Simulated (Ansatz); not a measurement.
Born–Oppenheimer molecular dynamics of C$_{4}$H$_{13}$ClN$_{2}$Si (21 atoms, charge 0, multiplicity 1). It goes on from the last frame of an earlier run, with new velocities.

These are results of Ansatz, RKS PBE/STO-3G, not measurements.

```yaml
ensemble: NVE (velocity Verlet)
time_step: 0.5 fs
steps_asked: 150
starting_velocities_drawn_for: 1500 K
seed: 968310
```

First frame:

```xyz
21
Properties=species:S:1:pos:R:3
Si -0.207 0.002 -0.155
H 0.157 -0.008 1.286
Cl 1.549 -0.020 -1.375
N -1.032 1.533 -0.410
C -1.920 1.683 -1.646
H -2.705 0.880 -1.690
H -2.425 2.660 -1.572
H -1.336 1.807 -2.601
C -0.519 2.835 0.026
H 0.212 3.314 -0.703
H -1.346 3.579 0.164
H -0.046 2.732 1.054
N -1.369 -1.255 -0.516
C -1.280 -2.369 0.567
H -1.286 -1.948 1.594
H -2.072 -3.185 0.483
H -0.320 -3.012 0.479
C -1.521 -1.785 -1.967
H -2.265 -2.568 -2.115
H -1.921 -0.942 -2.566
H -0.523 -2.265 -2.293
```

(1) How far do the bonds stretch over the last three quarters of this one trajectory? (Pairs bonded in most of those frames.)

## Answers

(1) 
```tsv
bond	mean (Å)	spread (Å)	shortest	longest
Si1–H2	1.455	0.034	1.41	1.51
Si1–Cl3	2.176	0.028	2.11	2.23
Si1–N4	1.761	0.024	1.73	1.80
Si1–N13	1.756	0.059	1.68	1.86
N4–C5	1.518	0.068	1.39	1.62
N4–C9	1.530	0.083	1.40	1.66
C5–H6	1.128	0.064	1.01	1.24
C5–H7	1.128	0.061	1.01	1.22
C5–H8	1.116	0.027	1.08	1.16
C9–H10	1.124	0.055	1.03	1.21
C9–H11	1.121	0.043	1.04	1.20
C9–H12	1.116	0.022	1.07	1.16
N13–C14	1.501	0.021	1.45	1.53
N13–C18	1.498	0.043	1.43	1.57
C14–H15	1.127	0.042	1.05	1.20
C14–H16	1.120	0.021	1.08	1.16
C14–H17	1.124	0.044	1.05	1.21
C18–H19	1.120	0.016	1.08	1.15
C18–H20	1.125	0.031	1.08	1.17
C18–H21	1.121	0.038	1.06	1.19
```

Mean temperature of the second half: 918 K. The conserved energy stayed within 0.78 meV per atom of its start (net change 0.3 meV per atom), so the integration is sound. A run of 0.075 ps of so small a system gives no equilibrium averages. Limits of this set-up: minimal basis.

Time of the run: 16 min on 1 thread of Intel(R) Xeon(R) Processor @ 2.70GHz, on a shared host, peak memory 0.14 GiB.
